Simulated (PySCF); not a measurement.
Species: C7H5NO.
Geometry (PBE0-D3(BJ)/def2-SVP, Å), atoms numbered from 1 in this order:
```xyz
14
C7H5NO angstrom
N      3.4127   -1.0853   -0.0875
C      2.5992   -0.2626   -0.1793
O      1.7351    0.6795   -0.2816
C      0.3794    0.3628   -0.3980
C     -0.4789    1.4456   -0.5417
C     -1.8440    1.2021   -0.6625
C     -2.3312   -0.1050   -0.6380
C     -1.4471   -1.1723   -0.4926
C     -0.0760   -0.9486   -0.3709
H     -0.0684    2.4563   -0.5585
H     -2.5312    2.0432   -0.7774
H     -3.4027   -0.2916   -0.7328
H     -1.8223   -2.1977   -0.4723
H      0.6268   -1.7773   -0.2568
```

Level of theory: PBE0-D3(BJ)/def2-SVP geometry optimisation, gas phase (PySCF 2.14.0).

Take the most abundant isotopes and a rigid rotor. The values belong to one conformer with, in the numbering `[N:1]#[C:2][O:3][c:4]1[cH:5][cH:6][cH:7][cH:8][cH:9]1`, C2–O3–C4–C5 -178°.

Task: What are A, B and C (MHz)?

Result: Ia = 106.51, Ib = 454.73, Ic = 561.20 u·Å²; 505379 MHz·u·Å²/I gives A = 4745, B = 1111, C = 900.5 MHz.

Task: Classify the top.

Result: An asymmetric top; Ray's κ = -0.890.

Task: What does the inertial defect say?

Result: Not planar: Δ = Ic − Ia − Ib = -0.04 u·Å². For a rigid frame Δ = −2 Σ m c², so Σ m c² = 0.02 u·Å² lies off the ab plane: 0.00 from hydrogen and 0.02 from heavier atoms. The atom farthest from that plane is 0.03 Å away.

Task: Where do the levels up to J = 3 lie, in cm⁻¹?

Result: Above 0(0,0):
J = 1: 1(0,1) 0.0671, 1(1,1) 0.1883, 1(1,0) 0.1953
J = 2: 2(0,2) 0.2010, 2(1,2) 0.3155, 2(1,1) 0.3366, 2(2,1) 0.7002, 2(2,0) 0.7005
J = 3: 3(0,3) 0.4012, 3(1,3) 0.5061, 3(1,2) 0.5483, 3(2,2) 0.9015, 3(2,1) 0.9030, 3(3,1) 1.5253, 3(3,0) 1.5253
The levels of one J sum to (2J + 1)J(J + 1)(A + B + C)/3.

Task: Predict some low-J microwave lines.

Result: The dipole components are |μa| = 4.32 D, |μb| = 0.72 D, |μc| = 0.03 D. The squared components, which scale the intensities, stand as 1.00 : 0.03 : 0.00 (a : b : c). Some lines, for components of 0.1 D or more:

```
type  branch         J(Ka,Kc)    MHz  lower level (cm⁻¹)
   b       R  5(1,4) ← 4(2,3)    366               1.170
   a       R  1(0,1) ← 0(0,0)   2012               0.000
   a       R  2(1,2) ← 1(1,1)   3813               0.188
   a       R  2(1,1) ← 1(1,0)   4235               0.195
   b       Q  5(1,4) ← 5(0,5)   5561               0.996
   a       R  3(0,3) ← 2(0,2)   6000               0.201
   a       R  3(2,2) ← 2(2,1)   6036               0.700
   a       R  3(2,1) ← 2(2,0)   6071               0.700
   a       R  4(2,3) ← 3(2,2)   8041               0.902
   b       Q  4(2,2) ← 4(1,3)  10312               0.830
   a       R  5(1,4) ← 4(1,3)  10545               0.830
   b       Q  3(2,1) ← 3(1,2)  10634               0.548
   b       R  4(1,4) ← 3(0,3)  10754               0.401
   b       Q  2(2,0) ← 2(1,1)  10909               0.337
   b       Q  2(2,1) ← 2(1,2)  11533               0.315
   b       Q  3(2,2) ← 3(1,3)  11854               0.506
   b       Q  5(3,3) ← 5(2,4)  18771               1.505
   b       R  4(2,2) ← 3(1,3)  20028               0.506
   b       R  5(2,4) ← 4(1,3)  20219               0.830
   b       R  5(2,3) ← 4(1,4)  22632               0.760
   b       Q  5(4,2) ← 5(3,3)  26147               2.131
   b       Q  4(4,1) ← 4(3,2)  26156               1.794
   b       R  4(4,0) ← 3(3,1)  34221               1.525
   b       R  5(4,2) ← 4(3,1)  36233               1.794
```

Whether it is a minimum is left open (no frequencies). Zero-point vibration and centrifugal distortion are left out. Quadrupole hyperfine structure (14N) is left out.
